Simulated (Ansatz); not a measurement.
Start from `C[CH](C)[Cd][F]` and change one atom or group to get `CC(C)[NH][AlH2]`.

Ansatz, PBE0-D4/def2-TZVP geometries, multiplicity 1. Each molecule was computed in one conformer, which needn't be the lowest.

Elements past krypton have def2 core potentials.

```json
{"property": "size of the dipole moment (B3LYP/def2-TZVPP) / D", "`C[CH](C)[Cd][F]`": "3.87"}
{"property": "LUMO energy (PBE/def2-TZVPP) / eV", "`C[CH](C)[Cd][F]`": "-1.67"}
{"property": "HOMO–LUMO gap (PBE/def2-TZVPP) / eV", "`C[CH](C)[Cd][F]`": "4.76"}
{"property": "HOMO energy (B3LYP/def2-TZVPP) / eV", "`C[CH](C)[Cd][F]`": "-7.32"}
{"property": "HOMO energy (ωB97M-V/def2-TZVPP) / eV", "`C[CH](C)[Cd][F]`": "-9.54"}
{"property": "HOMO energy (PBE0/def2-TZVPP) / eV", "`C[CH](C)[Cd][F]`": "-7.44"}
```

(1) Give the same properties after the change, and the shifts. (Best estimate.)

Results:

(1) The calculation gave: 
```json
{"property": "size of the dipole moment (B3LYP/def2-TZVPP) / D", "`CC(C)[NH][AlH2]`": "1.23", "shift": "-2.64"}
{"property": "LUMO energy (PBE/def2-TZVPP) / eV", "`CC(C)[NH][AlH2]`": "-1.42", "shift": "0.25"}
{"property": "HOMO–LUMO gap (PBE/def2-TZVPP) / eV", "`CC(C)[NH][AlH2]`": "4.24", "shift": "-0.52"}
{"property": "HOMO energy (B3LYP/def2-TZVPP) / eV", "`CC(C)[NH][AlH2]`": "-6.68", "shift": "0.64"}
{"property": "HOMO energy (ωB97M-V/def2-TZVPP) / eV", "`CC(C)[NH][AlH2]`": "-9.23", "shift": "0.31"}
{"property": "HOMO energy (PBE0/def2-TZVPP) / eV", "`CC(C)[NH][AlH2]`": "-6.90", "shift": "0.54"}
```

With PBE0 the HOMO rises by 0.54 eV and the LUMO rises by 0.16 eV, so the gap narrows by about 0.38 eV. PBE moves the HOMO by 0.77 eV and ωB97M-V by 0.31 eV. The zero-point energy changes by 77.6 kJ/mol with +9 modes. Dipoles are sizes alone; their direction can turn.

Positive LUMOs are unbound, so they and the gaps depend on the basis.

B3LYP here is the variant with VWN-RPA as its local correlation; programs differ in this.
